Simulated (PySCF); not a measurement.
# C³⁺ (carbon, charge +3): UHF calculation

Configuration: [He] 2s1, 2S determinant. All numbers are calculated (PySCF 2.14, scalar relativity by spin-free X2C-1e, in dyall-acv3z).

```
Total energy                        : -34.740710 hartree
One-electron energy                 : -40.1460 hartree
Hartree (Coulomb) energy            : 9.3628 hartree
Exchange energy                     : -3.9575 hartree
⟨S²⟩                                : 0.7500
⟨L²⟩                                : 0.000
Sum of ⟨r⟩                          : 1.814 bohr
Sum of ⟨r²⟩                         : 2.104 bohr²
Langevin diamagnetic susceptibility : -1.67 ×10⁻⁶ cm³/mol
```

```
shell  electrons  mean orbital energy (hartree)  rms radius, mean of both spins (bohr)
 1s α          1                      -13.52814                                  0.310
 1s β          1                      -13.44106                                  0.310
 2s α          1                       -2.36617                                   1.38
```
